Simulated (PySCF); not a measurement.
Zero-point energy (kcal/mol) of eight silicon and germanium compounds: PBE-D3(BJ) beside PBE0-D3(BJ), computed with PySCF for isolated molecules in the bases named; differences from unrounded values. The eight are the first of their class met in an unordered collection, after screening for sound electronic states; none was chosen by its value. Each level has its own optimised geometry.

| molecule | basis | PBE0-D3(BJ) |
|---|---|---|
| C₃H₅NOSi, SMILES C=C[SiH2]OC#N | def2-SVP | 45.89 |
| C₂H₆ClFSi, SMILES F[C@@H](Cl)C[SiH3] | def2-SVP | 46.58 |
| Si(CF3)(F)(H)2 (CH₂F₄Si), SMILES FC(F)([SiH2]F)F | def2-SVP | 21.88 |
| C₃H₁₀ClNSi, SMILES C[C@@H](N)[Si@H](C)Cl | def2-SVP | 81.91 |
| C3H8ClFSi, SMILES CCC[Si@H](F)Cl | def2-SVP | 67.71 |
| Ge(F)2(Br)(OH) (BrF2GeHO), SMILES [Ge]([Br])([OH])([F])[F] | def2-SVP | 12.24 |
| CH₃F₃OSi, SMILES FC[Si](F)(O)F | def2-SVP | 31.97 |
| H4O2SeSi, SMILES O[Se]O[SiH3] | def2-SVP | 27.46 |

Q: Estimate the PBE-D3(BJ) values and say how PBE-D3(BJ) differs from PBE0-D3(BJ) over the set. (The exact figures need the calculation; the answer reports its results.)

A: 
```
molecule                                                    PBE-D3(BJ)  difference
----------------------------------------------------------  ----------  ----------
C₃H₅NOSi, SMILES C=C[SiH2]OC#N                                   44.19       -1.69
C₂H₆ClFSi, SMILES F[C@@H](Cl)C[SiH3]                             44.92       -1.66
Si(CF3)(F)(H)2 (CH₂F₄Si), SMILES FC(F)([SiH2]F)F                 20.89       -0.99
C₃H₁₀ClNSi, SMILES C[C@@H](N)[Si@H](C)Cl                         79.23       -2.68
C3H8ClFSi, SMILES CCC[Si@H](F)Cl                                 65.56       -2.15
Ge(F)2(Br)(OH) (BrF2GeHO), SMILES [Ge]([Br])([OH])([F])[F]       11.69       -0.55
CH₃F₃OSi, SMILES FC[Si](F)(O)F                                   30.82       -1.14
H4O2SeSi, SMILES O[Se]O[SiH3]                                    26.33       -1.13
```
PBE-D3(BJ) lies below PBE0-D3(BJ) in 8 and above it in 0 of the eight; the mean signed difference is -1.50 and the largest -2.68 kcal/mol.
